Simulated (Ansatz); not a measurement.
Relaxation of BBrFH₃Si (7 atoms, charge 0, multiplicity 1), to a largest force component of 0.02 eV/Å in at most 50 steps.

Method: RKS PBE0-D4/def2-SVP (Ansatz).

```xyz
7
Properties=species:S:1:pos:R:3
F -0.785 -1.717 1.233
B -0.695 -0.836 0.054
Si 0.545 0.635 0.051
Br -1.729 -1.171 -1.573
H -1.586 -0.193 0.458
H 0.230 1.589 1.140
H 1.959 0.108 0.296
```

Q: Where does it end, and by what steps?

A: It converged. The force dipped under the threshold on the way, but the program's further checks kept it going. After 33 steps the energy has fallen by 4.087 eV; F1 moved furthest, 1.82 Å. Parted: B2–H5. Joined: Si3–H5.

```tsv
step	energy less start (eV)	largest force component (eV/Å)	accepted
0	0.0000	2.797	yes
2	-1.9080	1.627	yes
4	-2.1002	0.447	yes
6	-2.1257	0.208	yes
8	-2.3596	0.731	yes
10	-2.9056	0.769	yes
12	-3.1571	0.576	yes
14	-3.3963	0.520	yes
16	-3.7948	0.446	yes
18	-4.0481	0.239	yes
20	-4.0740	0.135	yes
22	-4.0845	0.095	no
24	-4.0858	0.014	yes
26	-4.0864	0.084	yes
28	-4.0866	0.155	no
30	-4.0872	0.066	yes
32	-4.0874	0.025	yes
33	-4.0874	0.008	yes
```

```xyz
7
Properties=species:S:1:pos:R:3
F -0.075 -2.360 -0.312
B -0.645 -1.176 -0.295
Si 0.109 0.422 0.705
Br -2.281 -0.981 -1.281
H -0.903 0.885 1.705
H 0.349 1.530 -0.270
H 1.386 0.095 1.408
```

Whether the end is a true minimum wasn't checked by a vibrational analysis.

Run time: 69 s on 2 threads of Arm Neoverse V2 (shared host), peak memory 0.2 GiB.
